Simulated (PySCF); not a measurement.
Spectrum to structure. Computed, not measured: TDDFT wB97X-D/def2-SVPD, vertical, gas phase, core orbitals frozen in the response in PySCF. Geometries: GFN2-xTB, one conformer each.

```csv
state,ν̃ (cm⁻¹),f,"main configurations (H = HOMO, L = LUMO)"
S1,48430,0.0001,"H-1→L (82%), H-1→L+1 (9%)"
S2,55130,0.037,"H→L+2 (71%), H→L+5 (10%), H→L (8%)"
S3,57660,0.320,H→L+3 (88%)
S4,58800,0.0082,"H→L+4 (47%), H→L+1 (29%)"
S5,62170,0.0021,"H→L (44%), H→L+5 (23%), H→L+6 (21%)"
S6,63160,0.014,"H→L+6 (62%), H→L (11%)"
S7,63530,0.049,H-1→L+1 (57%)
S8,63890,0.035,"H→L+5 (24%), H-1→L+1 (18%), H→L (15%)"
```

Problem. Which structure fits?
A. `C=CO[SiH2]CC(=O)O`
B. `O[Si](O)(O[SiH3])C#C[SiH3]`
C. `[SiH3]OC1=CO[SiH2][SiH2]O1`

Solution. A. Its S1, at 6.00 eV, is the highest among the candidates; the nearest of the others has S1 at 5.74 eV. S1 is HOMO-1→LUMO (82%), HOMO-1→LUMO+1 (9%). Löwdin shares by element: HOMO carbon 63% or more, oxygen 23% or more; LUMO carbon 44% or more, oxygen 35% or more (atoms not listed hold the other 21%). At the same level the other candidates give, for their lowest levels:
- `[SiH3]OC1=CO[SiH2][SiH2]O1`: 4.13 eV (f 0.001); 5.22 eV (f 0.002); 5.78 eV (f 0.017); 5.93 eV (f 0.019); 6.05 eV (f 0.029); T1 4.05 eV; HOMO -7.61, LUMO 0.62 eV
- `O[Si](O)(C#C[SiH3])O[SiH3]`: 5.74 eV (f 0.000); 6.00 eV (f 0.001); 6.00 eV (f 0.001); 7.73 eV (f 0.011); 7.77 eV (f 0.011); T1 4.81 eV; HOMO -10.10, LUMO 1.23 eV
Triplets come from the Tamm–Dancoff approximation.
